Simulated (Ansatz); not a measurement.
`[SiH3][AsH2]` + CH₃SH → `CS[AsH2]` + SiH₄ at 700 K and 1 bar (cleavage of the As–Si bond).

Program: Ansatz. Geometries: PBE0-D4/def2-TZVP. ΔE: electronic, gas phase. CCSD(T)/CBS adds triple-zeta CCSD(T) − MP2 to the extrapolated MP2 energy (def2 sets, frozen cores). This one scheme is used for every species. For As outer-core shells are correlated without core-valence functions, which leaves a few kJ/mol of doubt a bond. Scalar relativity is left out up to krypton.

| species | CCSD(T)/CBS energy (Eh) | H − E (kJ/mol) | S (J/(mol·K)) |
| --- | --- | --- | --- |
| `[SiH3][AsH2]` | -2527.08228 | 159.2 | 372.9 |
| CH₃SH | -438.22835 | 160.2 | 309.0 |
| `CS[AsH2]` | -2673.84263 | 202.3 | 411.0 |
| SiH₄ | -291.46306 | 115.5 | 252.9 |

H − E and S are ideal-gas, rigid-rotor, harmonic terms from PBE0-D4/def2-TZVP. 1 Eh = 2625.50 kJ/mol, R = 8.31446 J/(mol·K).

Question: By hand: ΔE, ΔH, ΔS and ΔG.

Answer: ΔE = (-2673.84263) + (-291.46306) − (-2527.08228) − (-438.22835) = 0.00494 Eh = 13.0 kJ/mol. Δ(H − E) = 202.3 + 115.5 − 159.2 − 160.2 = -1.6, so ΔH = 11.4 kJ/mol. ΔS = 411.0 + 252.9 − 372.9 − 309.0 = -18.0 J/(mol·K). ΔG = 11.4 − 700 × (-18.0)/1000 = 24.0 kJ/mol.

Question: By hand: the equilibrium constant, and the temperature at which ΔG would vanish if ΔH and ΔS stayed fixed.

Answer: log₁₀ K = −ΔG/(RT ln 10) = -1.8. ΔH and −TΔS have one sign here, so there is no such temperature.

TΔS isn't small against ΔH here. A doubt of 5 kJ/mol in ΔE shifts log₁₀ K by 0.4 here. Modes under 60 cm⁻¹, often nearly free rotors, make the harmonic entropy too high. These are equilibria of isolated gas molecules and say nothing of rates. Largest T1 diagnostic: 0.011 (customary marks: 0.02 for closed shells, 0.045 for open ones).
